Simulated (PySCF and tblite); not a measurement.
Values are calculated unless marked as measured or tabulated.
## Barrier and rate of a rearrangement

System: C6H10GeO, numbered as in [CH3:1][O:2][C:3]1=[CH:4][C@H:5]([GeH3:6])[CH:7]=[CH:8]1.

Motion: shift of Ge6 from C5 to C7. The path came from a restrained scan, a climbing-image band and a saddle search at GFN2-xTB; energies are PBE0/pcSseg-1 + D3(BJ)//GFN2-xTB, thermal terms GFN2-xTB. Rate constants are transition-state-theory values, counting equivalent paths, without tunnelling. Run with tblite and PySCF.

```json
{"point": "start", "symmetry": "C1", "E(GFN2) kcal/mol": "0.0", "E(DFT) kcal/mol": "0.0", "ZPE change kcal/mol": "0.00", "lowest mode cm⁻¹": "61", "dipole D": "1.16"}
{"point": "saddle", "symmetry": "C1", "E(GFN2) kcal/mol": "10.7", "E(DFT) kcal/mol": "14.6", "ZPE change kcal/mol": "-0.91", "lowest mode cm⁻¹": "304i", "dipole D": "1.31"}
{"point": "end", "symmetry": "C1", "E(GFN2) kcal/mol": "1.6", "E(DFT) kcal/mol": "3.1", "ZPE change kcal/mol": "-0.08", "lowest mode cm⁻¹": "53", "dipole D": "1.44"}
```

- Electronic barrier: 14.6 kcal/mol
- Barrier with zero-point energy: 13.7 kcal/mol
- ΔH‡ (298 K): 13.3 kcal/mol
- ΔS‡ (298 K, symmetry apart): -3.2 cal/(mol K)
- Paths: 1 equivalent path
- End point: a different minimum
- Mean lifetime of the start against this motion at 298 K: 4.1 ms
- Cost: 2.2 min on 1 thread of Arm Neoverse V1, on a host shared with other jobs (rough), peak memory 1 GiB, launched as `OMP_NUM_THREADS=1 python ens_run.py task.json out`

```csv
T/K,ΔG‡ kcal/mol,k s⁻¹,ΔG kcal/mol,k back s⁻¹
150,13.9,2×10⁻⁸,3.0,0.00045
200,14.0,0.0023,3.0,4.2
250,14.1,2.5,3.0,1030
298,14.2,241,3.0,3.7×10⁴
350,14.3,8100,3.0,5.9×10⁵
400,14.5,1×10⁵,3.0,4.4×10⁶
500,14.8,3.6×10⁶,3.0,7.4×10⁷
```

ΔG and ΔG‡ leave out symmetry numbers and mirror images; rates count paths: 1 out, 1 back.

DFT energies on a tight-binding saddle of a bond shift can be off by several kcal/mol. Spin–orbit effects of heavy atoms on shieldings are missing.
